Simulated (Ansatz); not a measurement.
Cartesian coordinates in Å:
```
C 1.100 -0.978 -1.940
N 1.554 -0.416 -0.696
C 2.977 -0.534 -0.516
V 0.417 0.469 0.462
O 1.255 1.415 1.391
N -0.492 -0.761 1.500
C -0.959 -2.015 0.976
C -0.727 -0.624 2.914
N -0.793 1.477 -0.506
C -1.984 0.909 -1.078
C -0.709 2.903 -0.690
H 0.024 -0.844 -2.069
H 1.596 -0.500 -2.798
H 1.315 -2.055 -1.995
H 3.524 -0.061 -1.345
H 3.286 -0.059 0.415
H 3.285 -1.590 -0.483
H -0.481 -2.864 1.487
H -0.737 -2.110 -0.090
H -2.046 -2.125 1.104
H -0.319 0.318 3.280
H -1.803 -0.645 3.139
H -0.260 -1.446 3.476
H -2.021 1.067 -2.166
H -2.888 1.365 -0.649
H -2.041 -0.166 -0.893
H -1.588 3.410 -0.267
H 0.182 3.299 -0.206
H -0.665 3.161 -1.758
```

The species carries charge 0 and has multiplicity 1.

Q: List the PBE/def2-TZVPP orbital energies in eV (the Gaussian-basis code of Ansatz). (An estimate is asked.)

A: Computed: Occupied: -5324.31, -594.01, -509.67, -500.88, -500.83, -500.83, -380.23, -380.22, -380.22, -269.53, -269.53, -269.53, -269.28, -269.28, -269.28, -67.44, -42.76, -42.15, -42.15, -22.23, -22.05, -22.05, -21.38, -17.54, -17.42, -17.42, -14.85, -14.75, -14.75, -11.68, -11.25, -11.25, -11.07, -11.07, -11.07, -10.93, -10.93, -10.86, -9.41, -9.41, -9.38, -9.00, -8.81, -8.81, -8.23, -8.23, -8.11, -7.63, -7.25, -7.25, -5.59, -5.59, -4.51. Lowest empty: -1.85, -1.84, -0.64, -0.64, -0.51, -0.15, 0.91, 0.91.
